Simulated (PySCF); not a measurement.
Si(F)2(vinyl)(OH) (C₂H₄F₂OSi), SMILES C=C[Si](O)(F)F.

Geometry: B3LYP-D3(BJ)/def2-SVP. This is a generated structure with no PubChem entry under its InChIKey; it may be hypothetical. One conformer was computed; it need not be the lowest.

The numbers are results of PySCF with B3LYP-D3(BJ)/def2-SVP, not measurements.

Frequencies are harmonic and unscaled.

Computed vibrational spectrum:
```tsv
mode	ν (cm⁻¹)	IR (km/mol)	Raman (Å⁴/amu)	depolarisation	moving atoms (share of kinetic energy)
1	61	10.0	8.1	0.75	C 41 %, H 39 %, F 15 %
2	139	44.3	4.2	0.75	H 48 %, F 42 %
3	170	0.4	1.1	0.70	O 38 %, C 26 %, H 19 %, F 10 %
4	235	45.9	0.9	0.75	H 65 %, F 17 %, C 11 %
5	286	11.1	1.7	0.50	F 65 %, C 23 %
6	333	46.3	1.7	0.75	O 44 %, F 32 %, Si 13 %, H 11 %
7	339	66.4	1.7	0.68	F 35 %, O 19 %, C 18 %, Si 16 %, H 12 %
8	417	18.5	1.1	0.20	F 28 %, C 28 %, Si 22 %, H 14 %
9	552	31.1	4.1	0.75	H 52 %, C 37 %, F 8 %
10	682	14.4	7.9	0.03	C 41 %, F 19 %, H 18 %, O 15 %
11	762	115.2	2.7	0.41	H 62 %, O 24 %, F 11 %
12	899	268.5	0.4	0.08	Si 43 %, F 29 %, H 19 %
13	940	187.4	0.8	0.75	F 50 %, Si 49 %
14	973	106.7	2.7	0.74	Si 37 %, O 31 %, H 22 %, F 9 %
15	1014	27.3	0.4	0.75	H 73 %, C 27 %
16	1024	55.4	2.1	0.47	H 67 %, C 14 %, Si 12 %
17	1036	14.9	0.0	–	H 93 %
18	1283	4.0	9.4	0.35	H 71 %, C 28 %
19	1424	26.2	16.5	0.49	H 83 %, C 16 %
20	1674	17.3	12.3	0.11	C 85 %, H 15 %
21	3126	9.0	85.8	0.17	H 95 %
22	3148	1.1	139.8	0.26	H 92 %, C 8 %
23	3223	3.3	66.4	0.71	H 89 %, C 11 %
24	3887	130.0	116.9	0.30	H 94 %
```
